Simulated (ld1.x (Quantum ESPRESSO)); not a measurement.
**Cl, PAW: configuration errors across variants**

ld1.x (Quantum ESPRESSO) 7.5 input, shortened:

```
&input
   title='Cl', zed=17., rel=1, dft='PW91', iswitch=3,
   config='[Ne] 3s2 3p4'
 /
 &inputp
   pseudotype=3, lpaw=.true., tm=.true., lloc=-1, rcloc=0.60,
   nlcc=.true., new_core_ps=.true., rcore=0.70,
   which_augfun='BESSEL', rmatch_augfun=0.55
 /
4
2S  1  0   2.00   0.00  0.65  0.70  0.0
3S  2  0   2.00   0.00  0.65  0.70  0.0
2P  2  1   6.00   0.00  0.60  0.70  0.0
3P  3  1   4.00   0.00  0.60  0.70  0.0
 &test
   configts(1)='2s2 2p6 3s2 3p4'
 /
```

All-electron excitation energies from the reference (eV): (1) 2s2 2p6 3s2 3p5 -13.932; (2) 2s2 2p6 3s2 3p3 25.513; (3) 2s2 2p6 3s2 3p2 63.898; (4) 2s2 2p6 3s1 3p6 -1.782; (5) 2s2 2p6 3s2 3p5.3 -16.085; (6) 2s2 2p6 3s1 3p5 12.704; (7) 2s1 2p6 3s2 3p5 255.531.

Tests that are not counted but printed errors over 1 eV. “waves 2p (bound): rcut 0.60, rcutus 0.98 bohr; 3p (bound): rcut 0.60, rcutus 0.98 bohr”: 2s1 2p6 3s2 3p5 (solver errors, printed error -336 eV); 2s2 2p6 3s1 3p6 (solver errors, printed error -251 eV); 5 more. “waves 2p (bound): rcut 0.60, rcutus 1.04 bohr; 3p (bound): rcut 0.60, rcutus 1.04 bohr”: 2s2 2p6 3s2 3p5 (pseudo-atom not self-consistent, printed error +1881 eV); 2s1 2p6 3s2 3p5 (solver errors, printed error -332 eV); 5 more.

The file “waves 2p (bound): rcut 0.60, rcutus 0.98 bohr; 3p (bound): rcut 0.60, rcutus 0.98 bohr” misses its own reference levels by 49.3 eV. The file “waves 2p (bound): rcut 0.60, rcutus 1.04 bohr; 3p (bound): rcut 0.60, rcutus 1.04 bohr” misses its own reference levels by 49.4 eV.

Errors AE − PS in meV (a dash: test not solved or not reliable):

| change | (1) | (2) | (3) | (4) | (5) | (6) | (7) | bound ghosts |
| --- | --- | --- | --- | --- | --- | --- | --- | --- |
| base | -0.1 | 0.0 | -0.3 | -0.4 | -0.1 | -0.2 | -14 | none |
| waves 2p (bound): rcut 0.42, rcutus 0.44 bohr; 3p (bound): rcut 0.42, rcutus 0.44 bohr | -0.5 | +0.6 | +1.1 | -1.6 | -0.6 | -1.3 | -20 | none |
| waves 2p (bound): rcut 0.50, rcutus 0.52 bohr; 3p (bound): rcut 0.50, rcutus 0.52 bohr | -0.4 | +0.5 | +1.0 | -1.4 | -0.5 | -1.1 | -21 | none |
| waves 2p (bound): rcut 0.60, rcutus 0.68 bohr; 3p (bound): rcut 0.60, rcutus 0.68 bohr | -0.1 | +0.1 | -0.1 | -0.6 | -0.2 | -0.4 | -19 | none |
| waves 2p (bound): rcut 0.60, rcutus 0.74 bohr; 3p (bound): rcut 0.60, rcutus 0.74 bohr | 0.0 | -0.1 | -0.5 | -0.1 | 0.0 | +0.1 | +3.8 | none |
| waves 2p (bound): rcut 0.60, rcutus 0.80 bohr; 3p (bound): rcut 0.60, rcutus 0.80 bohr | +0.2 | -0.1 | -0.5 | +0.6 | +0.3 | +1.3 | +91 | none |
| waves 2p (bound): rcut 0.60, rcutus 0.92 bohr; 3p (bound): rcut 0.60, rcutus 0.92 bohr | +0.7 | +0.1 | +1.1 | +1.3 | +0.9 | +1.0 | – | none |
| waves 2p (bound): rcut 0.60, rcutus 0.98 bohr; 3p (bound): rcut 0.60, rcutus 0.98 bohr | – | – | – | – | – | – | – | not determined |
| waves 2p (bound): rcut 0.60, rcutus 1.04 bohr; 3p (bound): rcut 0.60, rcutus 1.04 bohr | – | – | – | – | – | – | – | not determined |

(1) Give the same row for: waves 2p (bound): rcut 0.56, rcutus 0.60 bohr; 3p (bound): rcut 0.56, rcutus 0.60 bohr.

## Answers

(1) -0.3, +0.4, +0.6, -1.2, -0.4, -0.9, -24; bound ghosts: none.
